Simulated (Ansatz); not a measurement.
PBE exchange is replaced step by step with exact exchange (0 % is PBE, 25 % PBE0; no dispersion term), basis def2-TZVPD, Ansatz. System: [MoO3Cl]- (MoClO3⁻). The state is a singlet with charge -1. Geometry: r2SCAN-D4/def2-SVPD.

Geometry of the singlet:

Cartesian coordinates in Å:
```
Mo 0.0572 0.0694 0.0930
O -1.1034 0.4685 1.3072
O 1.3337 -0.8559 0.7965
O 0.7025 1.5189 -0.5874
Cl -0.9899 -1.2009 -1.6092
```

In the def2 sets Mo takes a core potential; there is no spin–orbit coupling.

```csv
exact exchange (%),HOMO (eV),LUMO (eV),gap (eV)
0,-2.12,2.22,4.34
10,-2.75,2.51,5.26
15,-3.06,2.66,5.72
25,-3.70,2.96,6.66
35,-4.35,3.27,7.62
50,-5.33,3.66,8.99
```

Fit a straight line to the column «gap (eV)» against the share of exact exchange and predict its value at 5 %.

With x = exact exchange (%) and y = gap (eV): mean x = 22.5, mean y = 6.432; Σ(x − x̄)(y − ȳ) = 152.8, Σ(x − x̄)² = 1638; slope b = 0.09328, intercept a = ȳ − b·x̄ = 4.333. The residuals of the fitted rows reach 0.02. At x = 5 the line gives 4.333 + (0.09328 × 5) = 4.80; the run gave 4.80, the same within rounding.
